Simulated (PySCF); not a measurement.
# Computed records: AlClGeH3N, GeH4NSi, CH6GeN, BGeH5NO and others

All values are calculated (PySCF 2.14.0). Calculation on a computer-drawn molecule: optimised geometry and harmonic frequencies of an isolated molecule of the commonest isotopes, restricted reference for singlets and unrestricted otherwise, frozen core in MP2; on germanium a core potential holds 10 electrons, which the energies leave out, and 3d is frozen in MP2 and coupled-cluster steps.

```json
{"entry": 1, "formula": "AlClGeH3N", "start_structure": {"atoms_angstrom": [["N", 0.1044, -0.5802, -0.3141], ["Ge", 0.2711, -0.2106, 1.4514], ["Al", -2.2543, 0.4634, 1.6947], ["Cl", -3.4616, 0.3457, -0.0801], ["H", 0.8905, -0.8973, -0.8518], ["H", -0.7235, -0.5086, -0.8768], ["H", -3.0636, 0.956, 2.9607]]}, "given": {"charge": 0, "multiplicity": 1, "method": "MP2", "basis": "cc-pV(D+d)Z", "basis_and_core_potential_on_germanium": "cc-pVDZ-PP ECP10MDF", "drawn_bonds_atom": [1, 2, 3, 1, 1, 3], "drawn_bonds_other_atom": [2, 3, 4, 5, 6, 7], "drawn_bonds_order": [1, 1, 1, 1, 1, 1]}, "results": {"optimised_atom_element": ["N", "Ge", "Al", "Cl", "H", "H", "H"], "optimised_atom_x [angstrom]": [0.0459, 0.3277, -2.194, -3.301, 0.8067, -0.832, -3.089], "optimised_atom_y [angstrom]": [-0.5599, -0.2146, 0.4499, 0.2935, -0.885, -0.4651, 0.9497], "optimised_atom_z [angstrom]": [-0.2885, 1.493, 1.699, -0.137, -0.8866, -0.8033, 2.907], "modes_frequency [cm^-1]": [59.76, 112.6, 203.8, 270.4, 354.4, 495.7, 558.1, 597.2, 647.0, 707.0, 790.7, 1557, 1943, 3530, 3657], "modes_reduced_mass [dalton]": [5.332, 8.863, 5.701, 11.47, 1.166, 10.56, 1.214, 1.04, 1.167, 4.88, 1.187, 1.11, 1.044, 1.049, 1.098], "rotational_constants [GHz]": [5.68, 1.214, 1.0], "total_energy [hartree]": -1051.5221, "convergence_status_largest_gradient_component [hartree/bohr]": 2.67e-05}}
{"entry": 2, "formula": "GeH4NSi", "start_structure": {"atoms_angstrom": [["N", 0.5462, -0.0768, -0.6461], ["Ge", 0.0602, 1.0577, 0.5638], ["Si", -2.0107, 2.0066, 1.3777], ["H", -0.2384, -0.3075, -1.2393], ["H", 1.3138, 1.3694, 1.4499], ["H", -2.6945, 2.1359, 0.0233], ["H", -1.4361, 3.417, 1.4706]]}, "given": {"charge": -1, "multiplicity": 1, "method": "MP2", "basis": "aug-cc-pV(D+d)Z", "basis_and_core_potential_on_germanium": "aug-cc-pVDZ-PP ECP10MDF", "drawn_bonds_atom": [1, 2, 1, 2, 3, 3], "drawn_bonds_other_atom": [2, 3, 4, 5, 6, 7], "drawn_bonds_order": [2, 1, 1, 1, 1, 1]}, "results": {"optimised_atom_element": ["N", "Ge", "Si", "H", "H", "H", "H"], "optimised_atom_x [angstrom]": [0.5756, 0.04549, -2.015, -0.2518, 1.307, -2.688, -1.434], "optimised_atom_y [angstrom]": [-0.1055, 1.094, 2.004, -0.3057, 1.365, 2.134, 3.417], "optimised_atom_z [angstrom]": [-0.6565, 0.5604, 1.394, -1.25, 1.462, 0.02984, 1.46], "modes_frequency [cm^-1]": [138.4, 154.5, 300.0, 319.2, 543.8, 571.5, 734.5, 752.4, 775.5, 945.2, 960.1, 1977, 2025, 2040, 3378], "modes_reduced_mass [dalton]": [5.161, 1.34, 1.238, 7.736, 1.143, 1.073, 1.178, 1.29, 2.876, 1.05, 1.103, 1.021, 1.038, 1.042, 1.073], "rotational_constants [GHz]": [22.4, 2.721, 2.473], "total_energy [hartree]": -639.4640, "convergence_status_largest_gradient_component [hartree/bohr]": 1.946e-05}}
{"entry": 3, "formula": "CH6GeN", "start_structure": {"atoms_angstrom": [["C", -1.281, -0.974, 0.1008], ["Ge", -0.1557, 0.4584, 0.9533], ["N", 1.2602, -0.1079, 1.8263], ["H", -2.2666, -0.9363, 0.5357], ["H", -0.8809, -1.9033, 0.2592], ["H", -1.3255, -0.7841, -1.0115], ["H", -0.3252, 1.8978, 0.9812], ["H", 1.5737, -1.0225, 1.9407], ["H", 1.9118, 0.5119, 2.3109]]}, "given": {"charge": 1, "multiplicity": 1, "method": "HF", "basis": "cc-pVDZ", "basis_and_core_potential_on_germanium": "cc-pVDZ-PP ECP10MDF", "drawn_bonds_atom": [1, 2, 1, 1, 1, 2, 3, 3], "drawn_bonds_other_atom": [2, 3, 4, 5, 6, 7, 8, 9], "drawn_bonds_order": [1, 1, 1, 1, 1, 1, 1, 1]}, "results": {"optimised_atom_element": ["C", "Ge", "N", "H", "H", "H", "H", "H", "H"], "optimised_atom_x [angstrom]": [-1.258, -0.1449, 1.273, -2.262, -0.8549, -1.31, -0.3836, 1.571, 1.881], "optimised_atom_y [angstrom]": [-0.942, 0.3674, -0.1068, -0.8681, -1.941, -0.7172, 1.857, -1.061, 0.5508], "optimised_atom_z [angstrom]": [0.1087, 0.9542, 1.832, 0.5312, 0.2659, -0.9582, 0.9383, 1.936, 2.288], "modes_frequency [cm^-1]": [73.56, 207.0, 396.7, 549.9, 632.6, 670.7, 698.7, 878.0, 881.0, 938.1, 948.6, 1394, 1534, 1534, 1679, 2356, 3191, 3290, 3322, 3749, 3860], "modes_reduced_mass [dalton]": [1.091, 2.863, 1.145, 1.192, 4.022, 1.021, 1.058, 5.318, 1.225, 1.222, 1.238, 1.19, 1.049, 1.047, 1.117, 1.021, 1.032, 1.103, 1.107, 1.05, 1.101], "rotational_constants [GHz]": [19.27, 5.781, 4.575], "total_energy [hartree]": -388.9592, "convergence_status_largest_gradient_component [hartree/bohr]": 2.69e-05}}
{"entry": 4, "formula": "BGeH5NO", "start_structure": {"atoms_angstrom": [["N", 1.2006, 0.8877, 2.4119], ["B", 2.1898, 0.9054, 1.4002], ["O", 1.8589, 0.7157, 0.1475], ["Ge", 0.8002, 0.3656, -1.2153], ["H", 0.2539, 0.7132, 2.2158], ["H", 1.4199, 1.0357, 3.3507], ["H", 3.2999, 1.1141, 1.6938], ["H", 1.2825, 1.5735, -2.1977], ["H", 1.5941, -0.8956, -1.8093]]}, "given": {"charge": 0, "multiplicity": 2, "method": "HF", "basis": "cc-pVDZ", "basis_and_core_potential_on_germanium": "cc-pVDZ-PP ECP10MDF", "drawn_bonds_atom": [1, 2, 3, 1, 1, 2, 4, 4], "drawn_bonds_other_atom": [2, 3, 4, 5, 6, 7, 8, 9], "drawn_bonds_order": [1, 1, 1, 1, 1, 1, 1, 1]}, "results": {"optimised_atom_element": ["N", "B", "O", "Ge", "H", "H", "H", "H", "H"], "optimised_atom_x [angstrom]": [1.211, 2.276, 2.176, 0.9499, 0.2808, 1.32, 3.341, 1.288, 1.057], "optimised_atom_y [angstrom]": [0.7213, 1.055, 1.095, 0.5849, 0.5214, 0.7128, 1.322, 1.343, -0.9392], "optimised_atom_z [angstrom]": [2.27, 1.414, 0.0543, -1.135, 1.967, 3.261, 1.909, -2.423, -1.319], "modes_frequency [cm^-1]": [31.2, 118.7, 122.0, 415.2, 502.7, 598.1, 612.8, 698.6, 771.0, 912.9, 969.0, 996.0, 1196, 1227, 1457, 1746, 2168, 2206, 2682, 3819, 3926], "modes_reduced_mass [dalton]": [1.113, 1.986, 4.873, 1.263, 2.482, 1.933, 2.146, 1.152, 1.093, 1.033, 1.574, 1.468, 1.349, 3.664, 3.8, 1.224, 1.018, 1.024, 1.094, 1.052, 1.098], "rotational_constants [GHz]": [15.51, 2.274, 2.024], "total_energy [hartree]": -450.3663, "spin_squared": 0.7542, "convergence_status_largest_gradient_component [hartree/bohr]": 3.695e-05}}
{"entry": 5, "formula": "Ge2H4O2", "start_structure": {"atoms_angstrom": [["O", -2.1922, -2.378, -0.3057], ["Ge", -1.7511, -0.734, -1.0923], ["O", -0.4732, -0.2577, 0.0262], ["Ge", 0.8203, 0.1697, 1.0704], ["H", -1.8728, -2.7087, 0.4173], ["H", 0.9182, -0.9952, 2.0926], ["H", 2.082, 0.2814, 0.2471], ["H", 0.4996, 1.4395, 1.7588]]}, "given": {"charge": 0, "multiplicity": 1, "method": "HF", "basis": "cc-pVDZ", "basis_and_core_potential_on_germanium": "cc-pVDZ-PP ECP10MDF", "drawn_bonds_atom": [1, 2, 3, 1, 4, 4, 4], "drawn_bonds_other_atom": [2, 3, 4, 5, 6, 7, 8], "drawn_bonds_order": [1, 1, 1, 1, 1, 1, 1]}, "results": {"optimised_atom_element": ["O", "Ge", "O", "Ge", "H", "H", "H", "H"], "optimised_atom_x [angstrom]": [-2.437, -1.093, -0.441, 0.8597, -2.496, 1.705, 1.716, 0.2168], "optimised_atom_y [angstrom]": [-2.242, -1.251, -0.7894, 0.156, -2.294, -0.7943, 0.7939, 1.238], "optimised_atom_z [angstrom]": [-0.5887, -1.189, 0.4077, 1.153, 0.3579, 2.0, 0.05294, 2.02], "modes_frequency [cm^-1]": [44.17, 86.09, 86.67, 222.1, 446.5, 533.3, 705.0, 705.5, 729.8, 860.8, 907.3, 953.4, 955.6, 1010, 2220, 2238, 2258, 4112], "modes_reduced_mass [dalton]": [1.182, 6.328, 8.437, 6.552, 6.532, 1.122, 1.222, 1.123, 11.86, 1.613, 1.641, 1.023, 1.022, 1.528, 1.023, 1.024, 1.012, 1.066], "rotational_constants [GHz]": [11.75, 0.9445, 0.884], "total_energy [hartree]": -738.8770, "convergence_status_largest_gradient_component [hartree/bohr]": 2.045e-06}}
{"entry": 6, "formula": "AlGeH3N", "start_structure": {"atoms_angstrom": [["N", 0.4478, -2.0922, 0.7097], ["Al", 0.2558, -1.1028, -0.7409], ["Ge", 0.4348, 0.5575, -2.5119], ["H", -0.0116, -3.011, 1.038], ["H", 2.0199, 0.3443, -2.163], ["H", 0.4356, 1.6075, -1.1311]]}, "given": {"charge": -1, "multiplicity": 1, "method": "HF", "basis": "aug-cc-pV(D+d)Z", "basis_and_core_potential_on_germanium": "aug-cc-pVDZ-PP ECP10MDF", "drawn_bonds_atom": [1, 2, 1, 3, 3], "drawn_bonds_other_atom": [2, 3, 4, 5, 6], "drawn_bonds_order": [2, 1, 1, 1, 1]}, "results": {"optimised_atom_element": ["N", "Al", "Ge", "H", "H", "H"], "optimised_atom_x [angstrom]": [0.1477, 0.3591, 0.4957, 0.07052, 2.091, 0.4179], "optimised_atom_y [angstrom]": [-2.363, -1.157, 0.5943, -3.061, 0.5123, 1.778], "optimised_atom_z [angstrom]": [0.5573, -0.5332, -2.381, 1.255, -2.387, -1.311], "modes_frequency [cm^-1]": [140.4, 141.6, 230.9, 313.8, 344.6, 545.4, 567.4, 951.5, 1103, 1872, 1883, 3978], "modes_reduced_mass [dalton]": [6.166, 8.218, 14.67, 1.115, 1.122, 1.093, 1.059, 1.023, 9.398, 1.022, 1.018, 1.085], "rotational_constants [GHz]": [96.86, 1.679, 1.677], "total_energy [hartree]": -591.4932, "convergence_status_largest_gradient_component [hartree/bohr]": 3.821e-05}}
{"entry": 7, "formula": "CH9AlGeSi", "start_structure": {"atoms_angstrom": [["Al", -0.8367, 2.3657, 0.4808], ["Ge", 0.7618, 0.6152, -0.1187], ["C", 0.3665, -0.3341, 1.6582], ["Si", 1.2654, -1.9304, 1.9698], ["H", -1.5234, 2.1553, 1.8396], ["H", -1.2565, 3.6621, -0.2914], ["H", 2.2722, 0.7117, -0.186], ["H", 0.5321, -0.4983, -1.1414], ["H", -0.7234, -0.5376, 1.7072], ["H", 0.5399, 0.3798, 2.4486], ["H", 0.9809, -2.9314, 0.9538], ["H", 2.6988, -1.6909, 1.9393], ["H", 0.8865, -2.472, 3.2539]]}, "given": {"charge": 0, "multiplicity": 1, "method": "HF", "basis": "cc-pV(D+d)Z", "basis_and_core_potential_on_germanium": "cc-pVDZ-PP ECP10MDF", "drawn_bonds_atom": [1, 2, 3, 1, 1, 2, 2, 3, 3, 4, 4, 4], "drawn_bonds_other_atom": [2, 3, 4, 5, 6, 7, 8, 9, 10, 11, 12, 13], "drawn_bonds_order": [1, 1, 1, 1, 1, 1, 1, 1, 1, 1, 1, 1]}, "results": {"optimised_atom_element": ["Al", "Ge", "C", "Si", "H", "H", "H", "H", "H", "H", "H", "H", "H"], "optimised_atom_x [angstrom]": [-0.922, 0.5304, 0.3731, 1.432, -1.897, -0.8774, 2.014, 0.189, -0.679, 0.625, 1.085, 2.87, 1.221], "optimised_atom_y [angstrom]": [2.635, 0.5853, -0.5453, -2.1, 2.917, 3.668, 0.9749, -0.2908, -0.8277, 0.07421, -2.986, -1.751, -2.858], "optimised_atom_z [angstrom]": [0.2906, 0.251, 1.877, 1.907, 1.506, -0.9075, 0.0827, -0.9723, 1.99, 2.744, 0.7691, 1.811, 3.166], "modes_frequency [cm^-1]": [29.14, 48.12, 77.85, 136.1, 173.2, 326.6, 327.6, 440.9, 495.2, 511.2, 584.8, 674.3, 702.0, 764.3, 795.6, 848.0, 875.7, 952.8, 1025, 1032, 1036, 1110, 1170, 1505, 1974, 1978, 2156, 2168, 2286, 2298, 2308, 3174, 3226], "modes_reduced_mass [dalton]": [1.986, 1.148, 4.876, 1.142, 4.553, 1.25, 4.258, 1.231, 1.064, 2.509, 1.13, 1.088, 1.197, 2.972, 1.262, 1.099, 1.406, 1.024, 1.088, 1.053, 1.033, 1.036, 1.402, 1.088, 1.036, 1.048, 1.023, 1.016, 1.048, 1.05, 1.021, 1.06, 1.102], "rotational_constants [GHz]": [8.838, 0.9887, 0.9134], "total_energy [hartree]": -867.3293, "convergence_status_largest_gradient_component [hartree/bohr]": 2.326e-05}}
{"entry": 8, "formula": "AlBGeH5O", "start_structure": {"atoms_angstrom": [["B", -2.4695, -2.7535, -0.4639], ["Al", -0.7785, -1.9862, -1.1282], ["O", 0.1631, -2.9024, -2.1499], ["Ge", 0.3365, 0.1386, -0.7392], ["H", -3.4861, -3.2868, -0.1837], ["H", 0.7018, -3.4288, -2.8131], ["H", 1.6974, 0.0713, -0.0075], ["H", 0.6655, 1.053, -1.8121], ["H", -0.3382, 1.1229, 0.2321]]}, "given": {"charge": 0, "multiplicity": 2, "method": "HF", "basis": "cc-pV(D+d)Z", "basis_and_core_potential_on_germanium": "cc-pVDZ-PP ECP10MDF", "drawn_bonds_atom": [1, 2, 2, 1, 3, 4, 4, 4], "drawn_bonds_other_atom": [2, 3, 4, 5, 6, 7, 8, 9], "drawn_bonds_order": [1, 1, 1, 1, 1, 1, 1, 1]}, "results": {"optimised_atom_element": ["B", "Al", "O", "Ge", "H", "H", "H", "H", "H"], "optimised_atom_x [angstrom]": [-2.373, -0.5408, 0.416, 0.3796, -3.433, 0.2704, 1.734, 0.5991, -0.5606], "optimised_atom_y [angstrom]": [-2.674, -1.994, -2.916, 0.2186, -3.03, -3.764, 0.07968, 1.149, 0.9585], "optimised_atom_z [angstrom]": [-0.6167, -1.285, -2.335, -0.5942, -0.2105, -2.719, 0.119, -1.798, 0.3747], "modes_frequency [cm^-1]": [49.16, 111.2, 174.8, 180.0, 226.5, 326.8, 341.6, 451.6, 458.8, 562.0, 654.1, 704.6, 873.9, 899.2, 968.6, 969.6, 2177, 2184, 2198, 2814, 4230], "modes_reduced_mass [dalton]": [1.07, 4.065, 4.568, 4.55, 1.166, 6.967, 1.171, 1.147, 1.121, 1.344, 2.793, 1.797, 2.182, 1.546, 1.023, 1.018, 1.023, 1.023, 1.013, 1.1, 1.068], "rotational_constants [GHz]": [5.779, 1.621, 1.286], "total_energy [hartree]": -637.7372, "spin_squared": 0.7593, "convergence_status_largest_gradient_component [hartree/bohr]": 1.953e-05}}
```
